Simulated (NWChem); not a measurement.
Species: SiAsH$_{4}$F; SMILES F[SiH2][AsH2]

```xyz
7

Si     0.5444    -1.1860     0.0087
F     -0.7659    -2.1380     0.0187
As    -0.1348     1.0954     0.0361
H      1.3582    -1.5478    -1.1817
H      1.3283    -1.4464     1.2456
H      1.3343     1.5353    -0.0578
H     -0.3001     1.1557    -1.4872
```
Atoms are numbered in this order, from 1.

All runs use the structure optimised with B3LYP/6-31G* (spherical d).

Task: List the 4 lowest vertical singlet excitations from PBE/aug-cc-pVDZ, full TDDFT (NWChem).

Result: 
```
state  energy (eV)  oscillator strength  leading excitation (squared amplitude)
-----  -----------  -------------------  --------------------------------------
S1            5.58                0.006                      HOMO → LUMO (0.90)
S2            5.83                0.036                    HOMO → LUMO+1 (0.94)
S3            6.11                0.034                    HOMO → LUMO+2 (0.46)
S4            6.29                0.206                    HOMO → LUMO+3 (0.45)
```
